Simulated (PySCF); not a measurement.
**Magnetisability: SMILES OCC1=CC=CCC=C1, C8H10O**

Geometry (Å), atoms numbered from 1 in this order:
```xyz
19

O     3.0485   -0.8020    0.4970
C     2.2811   -0.2876   -0.5721
C     0.8422   -0.0279   -0.1850
C     0.3684    1.2397   -0.1428
C    -0.9133    1.6281    0.3738
C    -2.0273    0.8910    0.2935
C    -2.0673   -0.3686   -0.5113
C    -1.2092   -1.3193    0.2621
C     0.1166   -1.1650    0.3242
H     2.9911   -0.1886    1.2379
H     2.7378    0.6328   -0.9646
H     2.3277   -1.0553   -1.3503
H     1.0436    2.0484   -0.3992
H    -0.9458    2.5870    0.8758
H    -2.9275    1.1963    0.8076
H    -1.6289   -0.1923   -1.4981
H    -3.0830   -0.7421   -0.6238
H    -1.6916   -2.1412    0.7715
H     0.7271   -1.9241    0.7964
```

Level of theory: GIAO KT3/pcSseg-1 magnetisability, rotational g tensor and spin-rotation constants, non-relativistic, gas phase in PySCF 2.14.0. Geometry: GFN2-xTB.

How diamagnetic is it, and how anisotropic?

Isotropic -1341 × 10⁻³⁰ J/T², or -80.7 × 10⁻⁶ cm³/mol; principal values -1793, -1183, -1045 × 10⁻³⁰ J/T², anisotropy 690 × 10⁻³⁰ J/T² (root of half the summed squared differences of the principal values). The susceptibility is in cgs units.

Split it along the inertial axes a, b, c into diamagnetic and paramagnetic parts about the centre of mass, with the quadrupole moment.


| axis | χ (10⁻⁶ cm³/mol) | diamagnetic (10⁻⁶ cm³/mol) | paramagnetic (10⁻⁶ cm³/mol) | summed x² of all electrons (Å²) | quadrupole Θ (D Å) |
| --- | --- | --- | --- | --- | --- |
| a | -67.6 | -476.6 | 409.0 | 238.3 | -3.31 |
| b | -67.4 | -1134.1 | 1066.8 | 83.3 | +3.41 |
| c | -107.2 | -1364.5 | 1257.3 | 29.0 | -0.10 |

Anisotropies 2χaa − χbb − χcc = +39.3 and 2χbb − χaa − χcc = +40.1 × 10⁻⁶ cm³/mol. Θ is traceless in Buckingham's convention.

And the rotational g tensor?


```csv
axis,rotational constant (GHz),g,nuclear part,electronic part
a,3.4187,-0.0403,0.6165,-0.6569
b,1.1693,-0.0161,0.5699,-0.5860
c,0.9570,+0.0056,0.5709,-0.5653
```
Asymmetric top; isotopes 12C, 1H, 16O; no vibrational averaging.
